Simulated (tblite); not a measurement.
C6H12FGaSi.
SMILES with atom numbers: `[CH2:1]=[CH:2][CH2:3][Si@:4]1([F:5])[CH2:6][C@H:7]([GaH2:8])[CH2:9]1` (hydrogens: H10, H11 on C1; H12 on C2; H13, H14 on C3; H15, H16 on C6; H17 on C7; H18, H19 on Ga8; H20, H21 on C9)

Computed with GFN2-xTB (tblite), gas phase: L-BFGS steps from a force-field or distance-geometry start until the largest atomic force falls under 0.01 eV/Å.

Step 7: E = -722.8442 eV
```
atom  x, y, z in Å  |  force x, y, z in eV/Å
C1      2.2616    1.4611    0.9150    0.109   0.016   0.170
C2      2.1547    0.7885   -0.2169    0.001   0.076  -0.016
C3      1.9523   -0.6902   -0.2624    0.074   0.106   0.022
Si4     0.2842   -1.1866   -1.0317   -0.158  -0.250   0.215
F5      0.4003   -2.2770   -2.2402    0.113   0.176   0.056
C6     -1.0557    0.1418   -1.2207    0.013   0.053  -0.022
C7     -1.7869   -0.4208    0.0419   -0.105  -0.223  -0.033
Ga8    -2.2580    1.2266    1.1592   -0.036  -0.102   0.159
C9     -0.9333   -1.6843    0.3423   -0.023  -0.023   0.101
H10     2.2383    0.9403    1.8612   -0.042   0.043   0.013
H11     2.4419    2.5242    0.9813   -0.120  -0.112  -0.168
H12     2.1852    1.3008   -1.1679    0.066   0.002  -0.047
H13     2.7781   -1.1774   -0.7810   -0.025   0.084  -0.082
H14     1.9538   -1.0415    0.7697    0.116  -0.153  -0.013
H15    -0.7179    1.1764   -1.1032    0.037   0.001  -0.016
H16    -1.6502    0.1089   -2.1337   -0.016  -0.105   0.078
H17    -2.8037   -0.7315   -0.2409   -0.061  -0.065  -0.104
H18    -2.3748    1.8198    2.6591    0.167  -0.177  -0.136
H19    -3.0760    2.1116    0.1252    0.003   0.231  -0.046
H20    -0.5290   -1.7507    1.3560   -0.039   0.198  -0.062
H21    -1.4738   -2.6230    0.1872   -0.073   0.224  -0.070
```

Step 8: E = -722.8608 eV
```
atom  x, y, z in Å  |  force x, y, z in eV/Å
C1      2.2651    1.4618    0.9194    0.053  -0.006   0.040
C2      2.1556    0.7927   -0.2161    0.020  -0.003  -0.013
C3      1.9577   -0.6891   -0.2626   -0.047   0.070   0.032
Si4     0.2800   -1.1919   -1.0260   -0.059  -0.131   0.234
F5      0.4077   -2.2710   -2.2428    0.096   0.151   0.063
C6     -1.0573    0.1419   -1.2233    0.035  -0.084   0.078
C7     -1.7922   -0.4205    0.0391   -0.043  -0.202  -0.014
Ga8    -2.2649    1.2162    1.1658   -0.095   0.041   0.036
C9     -0.9421   -1.6817    0.3497    0.087  -0.052  -0.026
H10     2.2370    0.9429    1.8678   -0.027   0.061  -0.044
H11     2.4373    2.5261    0.9772   -0.099  -0.094  -0.121
H12     2.1886    1.3005   -1.1742    0.056  -0.033   0.111
H13     2.7823   -1.1744   -0.7860   -0.050   0.099  -0.078
H14     1.9607   -1.0506    0.7686    0.134  -0.084  -0.072
H15    -0.7187    1.1733   -1.1083    0.063   0.074   0.017
H16    -1.6514    0.1098   -2.1338   -0.049  -0.120   0.016
H17    -2.8026   -0.7375   -0.2460   -0.156  -0.066  -0.136
H18    -2.3629    1.8131    2.6650    0.149  -0.175  -0.135
H19    -3.0764    2.1261    0.1150    0.078   0.132   0.081
H20    -0.5325   -1.7500    1.3596   -0.055   0.216  -0.015
H21    -1.4799   -2.6208    0.1914   -0.093   0.205  -0.053
```

Step 9: E = -722.8761 eV
```
atom  x, y, z in Å  |  force x, y, z in eV/Å
C1      2.2692    1.4619    0.9234   -0.013  -0.024  -0.086
C2      2.1567    0.7964   -0.2149    0.028  -0.089   0.006
C3      1.9617   -0.6870   -0.2623   -0.122  -0.003   0.026
Si4     0.2757   -1.1990   -1.0165    0.069   0.034   0.170
F5      0.4164   -2.2626   -2.2437    0.081   0.108   0.059
C6     -1.0582    0.1406   -1.2242    0.038  -0.155   0.131
C7     -1.7982   -0.4238    0.0364   -0.029  -0.099  -0.001
Ga8    -2.2727    1.2074    1.1722   -0.122   0.116  -0.110
C9     -0.9488   -1.6803    0.3561    0.110  -0.043  -0.095
H10     2.2353    0.9463    1.8732   -0.012   0.061  -0.064
H11     2.4313    2.5264    0.9710   -0.063  -0.032  -0.066
H12     2.1928    1.2998   -1.1780    0.046  -0.045   0.211
H13     2.7847   -1.1696   -0.7920   -0.076   0.109  -0.079
H14     1.9697   -1.0605    0.7662    0.147  -0.016  -0.099
H15    -0.7181    1.1717   -1.1124    0.057   0.067   0.043
H16    -1.6533    0.1079   -2.1333   -0.042  -0.126  -0.007
H17    -2.8046   -0.7443   -0.2533   -0.186  -0.067  -0.148
H18    -2.3492    1.8035    2.6674    0.129  -0.159  -0.100
H19    -3.0753    2.1419    0.1076    0.133   0.048   0.180
H20    -0.5366   -1.7449    1.3627   -0.061   0.201   0.052
H21    -1.4875   -2.6150    0.1940   -0.113   0.113  -0.025
```

Step 10: E = -722.8926 eV
```
atom  x, y, z in Å  |  force x, y, z in eV/Å
C1      2.2733    1.4618    0.9263   -0.078  -0.029  -0.168
C2      2.1586    0.7982   -0.2131    0.022  -0.156   0.036
C3      1.9644   -0.6849   -0.2620   -0.133  -0.085   0.013
Si4     0.2726   -1.2065   -1.0032    0.174   0.200   0.039
F5      0.4278   -2.2509   -2.2435    0.067   0.058   0.052
C6     -1.0587    0.1372   -1.2235    0.022  -0.154   0.133
C7     -1.8061   -0.4295    0.0333   -0.054   0.036  -0.001
Ga8    -2.2843    1.2001    1.1771   -0.113   0.135  -0.255
C9     -0.9541   -1.6797    0.3619    0.054  -0.003  -0.096
H10     2.2332    0.9514    1.8777    0.001   0.047  -0.061
H11     2.4234    2.5263    0.9630   -0.020   0.042  -0.017
H12     2.1985    1.2983   -1.1782    0.034  -0.036   0.240
H13     2.7857   -1.1618   -0.8002   -0.096   0.100  -0.092
H14     1.9828   -1.0718    0.7618    0.149   0.041  -0.082
H15    -0.7167    1.1704   -1.1163    0.023  -0.001   0.068
H16    -1.6558    0.1036   -2.1326    0.003  -0.127   0.008
H17    -2.8101   -0.7531   -0.2644   -0.148  -0.061  -0.137
H18    -2.3311    1.7896    2.6686    0.105  -0.133  -0.052
H19    -3.0713    2.1606    0.1028    0.166  -0.017   0.254
H20    -0.5428   -1.7355    1.3673   -0.066   0.162   0.110
H21    -1.4982   -2.6066    0.1969   -0.113  -0.017   0.007
```

Task: Estimate the geometry and energy of step 11. (The exact step hangs on the optimiser's Hessian estimate; all steps are aligned on step 10, rigid shifts and turns removed.)

Result: E = -722.9116 eV, largest force 0.389 eV/Å
```
atom  x, y, z in Å  |  force x, y, z in eV/Å
C1      2.2765    1.4617    0.9273   -0.133  -0.011  -0.176
C2      2.1611    0.7968   -0.2103    0.003  -0.175   0.067
C3      1.9660   -0.6842   -0.2617   -0.073  -0.146   0.000
Si4     0.2720   -1.2120   -0.9876    0.200   0.314  -0.112
F5      0.4427   -2.2356   -2.2419    0.055   0.008   0.045
C6     -1.0592    0.1315   -1.2214   -0.012  -0.092   0.092
C7     -1.8171   -0.4362    0.0296   -0.089   0.153  -0.017
Ga8    -2.3007    1.1946    1.1782   -0.066   0.113  -0.357
C9     -0.9593   -1.6794    0.3675   -0.059   0.052  -0.043
H10     2.2309    0.9590    1.8813    0.009   0.025  -0.040
H11     2.4136    2.5266    0.9534    0.022   0.098   0.016
H12     2.2059    1.2956   -1.1740    0.021  -0.014   0.192
H13     2.7849   -1.1507   -0.8117   -0.098   0.061  -0.121
H14     2.0013   -1.0844    0.7552    0.138   0.073  -0.023
H15    -0.7149    1.1681   -1.1198   -0.029  -0.092   0.092
H16    -1.6584    0.0961   -2.1313    0.071  -0.124   0.037
H17    -2.8190   -0.7647   -0.2801   -0.056  -0.044  -0.105
H18    -2.3073    1.7705    2.6694    0.078  -0.107  -0.015
H19    -3.0630    2.1823    0.1018    0.171  -0.057   0.294
H20    -0.5520   -1.7217    1.3744   -0.079   0.108   0.130
H21    -1.5129   -2.5970    0.2011   -0.075  -0.143   0.045
```

The energy changes by -0.0190 eV. The first-order estimate −F·Δx gives -0.0253 eV and the mean of the old and new forces, exact on a quadratic surface, -0.0190 eV. The step makes an angle of 65° with the force vector and moves no atom by more than 0.031 Å.

The cost below is that of the whole relaxation. The run took 3.2 s wall on Arm Neoverse N1, one thread, shared host.
